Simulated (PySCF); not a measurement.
Cl3Y, SMILES [Cl][Y-]([Cl])[Cl] (connectivity only; charge and spin as stated), charge -1, multiplicity 2. Atoms are numbered in the order given.

```xyz
4

Y      0.0000     0.0000     0.0000
Cl     2.5352     0.0000     0.0000
Cl    -1.2676     2.1955     0.0000
Cl    -1.2676    -2.1955     0.0000
```
Charge -1, spin multiplicity 2.

Coordinates come from a PBE-D3(BJ)/def2-SVPD optimisation. The spin state was assumed, not searched. The def2 effective core potentials stand for the cores of Y; spin–orbit coupling is left out.

All values below come from PySCF with PBE-D3(BJ)/def2-SVPD.

Frequencies are harmonic and unscaled.

Modes within 1.5 cm⁻¹ of each other (mostly degenerate sets) share a row, with their intensities summed.

Computed vibrational spectrum:
```csv
mode,ν (cm⁻¹),IR (km/mol),moving atoms (share of kinetic energy)
1,36,0.6,"Y 54 %, Cl 46 %"
2–3,68,3.4,"Cl 85 %, Y 15 %"
4,264,0.0,Cl 100 %
5–6,307,177.3,"Cl 60 %, Y 40 %"
```
